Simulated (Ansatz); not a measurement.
Total energies of `[CH3][AlH][O]CS`.

```xyz
12

C    -0.684   -1.764   -0.881
Al    0.333   -0.102   -0.861
O     1.365    0.214    0.548
C     0.905    1.346    1.136
S    -0.857    1.669    0.546
H    -1.592   -1.665   -1.485
H    -0.097   -2.574   -1.327
H    -0.977   -2.090    0.121
H     0.736    0.675   -2.187
H     0.868    1.293    2.229
H     1.431    2.263    0.836
H    -1.432    0.736    1.325
```

Total charge 0; spin multiplicity 1. Geometry: relaxed with PBE0-D4/def2-TZVP. It is one conformer, not always the lowest. Basis def2-TZVPP, Ansatz.

RPA on PBE orbitals: Hartree–Fock energy of these orbitals -794.18936 Eh, correlation -1.42409 Eh (frozen core).

| functional | energy without D4 (Eh) | D4 term (kJ/mol) |
| --- | --- | --- |
| PBE | -795.89990 | -26.1 |
| revPBE | -796.22574 | -76.4 |
| BLYP | -796.34123 | -56.8 |
| r2SCAN | -796.26441 | -6.5 |
| B97M-V | -796.22607 | – |
| PBE0 | -795.96956 | -22.2 |
| B3LYP | -796.44957 | -42.1 |
| r2SCANh | -796.25260 | -6.9 |
| r2SCAN0 | -796.23613 | -7.6 |
| HSE06 (plane-wave form) | -795.94767 | -20.8 |
| CAM-B3LYP | -796.34699 | -22.7 |
| LC-ωPBE | -796.11417 | – |
| ωB97M-V | -796.29369 | – |
| B2PLYP | -796.03292 | – |

**Question.** Give the same for LDA (SPW92), BHLYP, ωB97X-V, PBE-QIDH. (Best estimate.)

**Answer.** Ansatz gave: 
```csv
functional,energy without D4 (Eh),D4 term (kJ/mol)
LDA (SPW92),-792.67858,–
BHLYP,-796.31137,-33.3
ωB97X-V,-796.25548,–
PBE-QIDH,-795.77606,–
```

B3LYP takes the VWN-RPA correlation (the form of Gaussian; ORCA's B3LYP/G). HSE06 is the plane-wave form, built on full-range PBE exchange. The double hybrids freeze the cores in their second-order part.

LC-ωPBE has ω = 0.4 bohr⁻¹.
